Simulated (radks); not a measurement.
All-electron atom: Nd X in [Kr] 4d10 4f2 5s1 5p2 (not the ground configuration).

Method: Dirac Kohn-Sham, LDA (Slater exchange, Perdew-Wang correlation), spin-unpolarised, spherical densities, finite nucleus; open shells are shared between the two j in proportion to 2j + 1; Fermi nuclear charge, rms radius 4.9123 fm; computed with a radial shooting solver on a logarithmic mesh with Libxc functionals.

Energy parts (hartree):
total: -9600.5363
kinetic: 10351.2831
electron-nucleus: -23196.0588
Hartree: 3455.3616
exchange-correlation: -211.1222

Orbitals (lengths in bohr, moments of r in powers of bohr; <r^-3> diverges for s and p1/2):
\begin{tabular}{lrrrrr}
orbital & occ. & eigenvalue (hartree) & <1/r> & <r^-3> & <r^2> \\ \hline
1s1/2 & 2 & -1597.089 & 65.99 & - & 0.0007611 \\
2s1/2 & 2 & -262.6889 & 15.62 & - & 0.01199 \\
2p1/2 & 2 & -248.9290 & 15.61 & - & 0.008757 \\
2p3/2 & 4 & -229.8401 & 14.03 & 7944 & 0.01001 \\
3s1/2 & 2 & -61.12913 & 5.657 & - & 0.08112 \\
3p1/2 & 2 & -55.23593 & 5.575 & - & 0.07606 \\
3p3/2 & 4 & -51.42584 & 5.178 & 1631 & 0.08343 \\
3d3/2 & 4 & -41.11600 & 5.051 & 270.1 & 0.06762 \\
3d5/2 & 6 & -40.29164 & 4.951 & 243.9 & 0.06970 \\
4s1/2 & 2 & -16.25199 & 2.373 & - & 0.4109 \\
4p1/2 & 2 & -14.01583 & 2.272 & - & 0.4342 \\
4p3/2 & 4 & -13.16593 & 2.140 & 365.2 & 0.4728 \\
4d3/2 & 4 & -9.46483 & 1.937 & 51.48 & 0.5418 \\
4d5/2 & 6 & -9.31080 & 1.905 & 46.04 & 0.5560 \\
5s1/2 & 1 & -5.89058 & 1.044 & - & 1.874 \\
5p1/2 & 0.666667 & -5.15012 & 0.9733 & - & 2.127 \\
4f5/2 & 0.857143 & -4.98587 & 1.510 & 7.064 & 0.7958 \\
4f7/2 & 1.14286 & -4.96405 & 1.501 & 6.898 & 0.8044 \\
5p3/2 & 1.33333 & -4.96166 & 0.9336 & 82.00 & 2.275 \\
5d3/2 & 0 & -3.80558 & 0.8077 & 10.70 & 3.000 \\
5d5/2 & 0 & -3.77349 & 0.7999 & 9.668 & 3.052 \\
6s1/2 & 0 & -3.01526 & 0.5801 & - & 6.079 \\
6p1/2 & 0 & -2.70688 & 0.5450 & - & 6.931 \\
6p3/2 & 0 & -2.63428 & 0.5286 & 31.84 & 7.298 \\
5f5/2 & 0 & -2.54499 & 0.6438 & 1.689 & 4.939 \\
5f7/2 & 0 & -2.53965 & 0.6422 & 1.661 & 4.963 \\
\end{tabular}

The highest occupied level is 5p3/2 at -135.01 eV. The electron density at the nucleus is 4.517e+05 e/bohr^3. Summed over all electrons, <r^2> = 18.43 bohr^2, which gives a Langevin (diamagnetic) susceptibility term of -14.6 x 10^-6 cm^3/mol.
